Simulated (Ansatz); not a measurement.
Cost and result for the atomization energy of `CN1B[SiH]1C` (13 atoms, 13 bonds).

Z-matrix (Å, degrees):
```
C
N 1 1.438
H 1 1.093 2 110.6
H 1 1.094 2 110.5 3 -119.2
H 1 1.093 2 110.6 3 120.4
B 2 1.379 1 138.5 3 -121.4
Si 2 1.759 1 147.1 3 59.6
H 6 1.190 2 134.6 1 0.8
C 7 1.868 2 117.0 1 -64.3
H 7 1.491 2 113.7 1 64.9
H 9 1.092 7 110.9 2 -44.8
H 9 1.093 7 111.4 2 76.6
H 9 1.094 7 110.0 2 -164.2
```

The species carries charge 0 and has multiplicity 1. All single points use the PBE0-D4/def2-TZVP geometry. Program: Ansatz. All runs use 4 threads of an Arm Neoverse V1 on a shared host. Times are those of one run each, without the atoms' runs, and a repeat can differ threefold. Electronic energies, without spin–orbit coupling; frozen cores. CCSD(T)/CBS adds CCSD(T) − MP2 in def2-TZVPP to the MP2 limit, and its time is that of the two runs behind it. T1 = 0.013. B3LYP takes the VWN-RPA correlation (the form of Gaussian; ORCA's B3LYP/G).

CCSD(T)/CBS is a level of theory with its own doubt, some kJ/mol a heavy atom from the limit and from the frozen cores, so smaller differences don't rank the functionals.

```csv
level,functions,wall time
PBE-D4/def2-TZVPP (with forces),278,3 s
PBE0-D4/def2-TZVPP,278,3.3 s
r2SCAN-D4/def2-TZVPP (with forces),278,5.5 s
B3LYP-D4/def2-TZVPP (with forces),278,6 s
B2PLYP/def2-TZVPP,278,6 s
ωB97X-V/def2-TZVPP,278,9 s
ωB97M-V/def2-TZVPP (with forces),278,13 s
MP2/def2-QZVPP,538,34 s
CCSD(T)/def2-TZVPP,278,3.3 min
CCSD(T)/CBS(def2),–,3.8 min
```

(1) What atomization energy does each give, and how far from CCSD(T)/CBS? (Estimate.)

Answers

(1) The calculation gave: 
| level | atomization (kcal/mol) | difference from CCSD(T)/CBS | per bond |
| --- | --- | --- | --- |
| PBE-D4/def2-TZVPP (with forces) | 1178.8 | 25.3 | 1.9 |
| PBE0-D4/def2-TZVPP | 1163.1 | 9.6 | 0.7 |
| r2SCAN-D4/def2-TZVPP (with forces) | 1161.0 | 7.5 | 0.6 |
| B3LYP-D4/def2-TZVPP (with forces) | 1160.9 | 7.4 | 0.6 |
| B2PLYP/def2-TZVPP | 1146.6 | -6.9 | -0.5 |
| ωB97X-V/def2-TZVPP | 1161.8 | 8.3 | 0.6 |
| ωB97M-V/def2-TZVPP (with forces) | 1162.1 | 8.6 | 0.7 |
| MP2/def2-QZVPP | 1155.2 | 1.7 | 0.1 |
| CCSD(T)/def2-TZVPP | 1124.9 | -28.6 | -2.2 |
| CCSD(T)/CBS(def2) | 1153.5 | 0.0 | 0.0 |

The D4 term adds +9.7 kcal/mol with B3LYP and +5.1 kcal/mol with PBE0; it sums over pairs of atoms, weighted by their polarisabilities, and B3LYP, whose exchange is more repulsive, gets the larger term. In def2-TZVPP, CCSD(T) changes the Hartree–Fock value by +269.4 kcal/mol (the triples alone add +15.8 kcal/mol) and MP2 by +282.7 kcal/mol; breaking electron pairs costs correlation energy, which Hartree–Fock lacks. From PBE to PBE0 (25 % exact exchange), in def2-TZVPP and without D4, the atomization energy moves by −14.8 kcal/mol: exact exchange takes away binding that semilocal exchange gives to molecules.
